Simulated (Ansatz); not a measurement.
Mulliken charges of `CC1=C[SiH2]1` from ωB97M-V/def2-TZVPP in Ansatz (PBE0-D4/def2-TZVP geometry).

| atom | x (Å) | y (Å) | z (Å) | charge (e) |
| --- | --- | --- | --- | --- |
| C1 | -0.808 | 0.813 | -1.078 | -0.279 |
| C2 | -0.067 | -0.015 | -0.103 | -0.086 |
| C3 | 0.143 | -1.308 | 0.139 | -0.232 |
| Si4 | 1.003 | -0.274 | 1.340 | 0.229 |
| H5 | -1.335 | 0.202 | -1.815 | 0.103 |
| H6 | -1.535 | 1.447 | -0.564 | 0.111 |
| H7 | -0.124 | 1.485 | -1.603 | 0.111 |
| H8 | -0.169 | -2.240 | -0.318 | 0.125 |
| H9 | 0.504 | -0.105 | 2.728 | -0.041 |
| H10 | 2.470 | -0.055 | 1.277 | -0.041 |

By hand: the dipole of these point charges (1 e Å = 4.8032 D).

Σ q r = (-0.037, 0.088, -0.047) e Å, of length 0.106 e Å = 0.51 D.

How does the dipole of the full density compare? (Estimate.)

The calculation gave: (-0.098, 0.068, -0.131) e Å, 0.85 D; the point charges give 0.60 times that, at 33° from its direction.

Point charges leave out the atoms' own dipoles, such as those of lone pairs, and Mulliken's split depends on the basis, so the two needn't agree.
